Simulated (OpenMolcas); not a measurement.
# Yb3+ in a ligand field

Yb3+ with 6 ligands (bromide) in octahedral coordination (Oh) at 2.78 Å. A charge of +0.5 e stands 2.6 Å behind each ligand. Ligand basis ANO-RCC-VDZP.

* Program: OpenMolcas 26.06
* Method: CASSCF
* Basis: ANO-RCC-VDZP [7s6p4d2f1g]
* Scalar Hamiltonian: DKH2, point nucleus
* Active space: 13 electrons in 7 orbitals (4f)
* State averaging: 2S+1 = 2 odd, 7 roots
* Spin-orbit coupling: RASSI with atomic mean-field integrals over the reference wave functions

The lowest spin-free states (labels of O, the rotations of Oh), above the lowest:

```csv
State,Degeneracy,E (cm-1)
2T1,3,0.0
2T2,3,118.3
2A2,1,153.0
```

The lowest levels with spin-orbit coupling:

```csv
E (cm-1),Degeneracy,Label,2S+1,g
0.0,2,Γ6,2,2.66 2.66 2.66
70.9,4,Γ8,2,
131.5,2,Γ7,2,3.43 3.43 3.43
10492,4,Γ8,2,
10586,2,Γ7,2,1.43 1.43 1.43
```

Powder χT (cm3 K/mol): 0.737 at 2 K, 1.04 at 10 K, 2.12 at 50 K, 2.43 at 100 K, 2.53 at 200 K, 2.55 at 300 K. The effective moment at 300 K is 2.828 √(χT) = 4.52 μB.

Hund's rules give f13 the level 2F7/2 with g = 1.143, so an isolated free-ion multiplet has χT = g² J(J+1) / 8 = 2.571 cm3 K/mol. The computed 2.553 at 300 K differs by -1 %, through the field's splitting, the mixing of terms and any other multiplet in reach.

Stevens parameters of the J = 7/2 multiplet, which is 131 cm-1 wide (cm-1, z along the main axis): B40 = -6.577e-02, B44 = -3.288e-01, B60 = 5.192e-04, B64 = -1.090e-02.

Metal share of the active 4f orbitals (Löwdin): 100, 100, 100, 100, 100, 100, 100 %; Mulliken charge of the metal 1.45.

Without dynamic correlation the ligand-field splitting of an f shell can come out too small, at times by half. No measured value stands beside these numbers; the geometry was imposed, not optimised, and the real ion may take another.
